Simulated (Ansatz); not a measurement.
Consider the ligand exchange at a V–O bond: `[O]=[V]([OH])([OH])[Cl]` + NH₃ → `[NH2][V](=[O])([OH])[Cl]` + H₂O.

Isolated molecules relaxed with PBE0-D4/def2-TZVP in Ansatz; ΔE leaves out vibrations. CBS: MP2 limit from def2 TZ/QZ plus the TZ coupled-cluster correction, frozen cores. This one scheme is used for every species. For V outer-core shells are correlated without core-valence functions, which leaves a few kJ/mol of doubt a bond. Scalar relativity is left out up to krypton. One conformer a species, not always the lowest.

`[O]=[V]([OH])([OH])[Cl]`:

```xyz
7

O    -0.550    0.919   -1.197
V    -0.253   -0.059   -0.032
O     0.998   -1.179   -0.525
O     0.281    0.852    1.363
Cl   -2.069   -1.134    0.434
H     1.330   -1.211   -1.427
H     0.262    1.813    1.385
```

NH₃:

Cartesian coordinates in Å:
```
N 0.214 0.083 -0.163
H -0.652 0.018 -0.683
H 0.385 -0.828 0.245
H 0.053 0.726 0.602
```

`[NH2][V](=[O])([OH])[Cl]`:

Cartesian coordinates in Å:
```
N 0.649 -1.062 -0.383
V -0.590 0.180 0.053
O -1.807 -0.613 0.585
O -0.034 1.279 1.317
Cl -1.074 1.326 -1.731
H 1.559 -0.836 -0.762
H 0.517 -2.057 -0.283
H 0.779 1.782 1.203
```

H₂O:

Z-matrix (Å, degrees):
```
O
H 1 0.960
H 1 0.960 2 105.1
```

| level | ΔE (kcal/mol) |
| --- | --- |
| MP2/def2-SVP | 11.1 |
| HF/def2-TZVPP | 11.2 |
| HF/def2-QZVPP | 11.2 |
| CCSD/CBS(def2) | 8.7 |

Question: What does CCSD(T)/CBS give? (An estimate is asked.)

Answer: Ansatz gave: +8.7 kcal/mol. The listed levels differ from it by 2.4, 2.5, 2.5, 0.0 kcal/mol.

Largest T1 diagnostic among the species: 0.033, so the coupled-cluster value is less sure than usual.

At CCSD(T), def2-SVP lies +2.6 kcal/mol from the extrapolated value and def2-TZVPP +0.7 kcal/mol. In def2-TZVPP, CCSD(T) changes the Hartree–Fock value by −1.8 kcal/mol (the triples alone add +0.0 kcal/mol) and MP2 by −3.3 kcal/mol. From PBE to PBE0 (25 % exact exchange), in def2-TZVPP and without D4, ΔE moves by −0.8 kcal/mol.
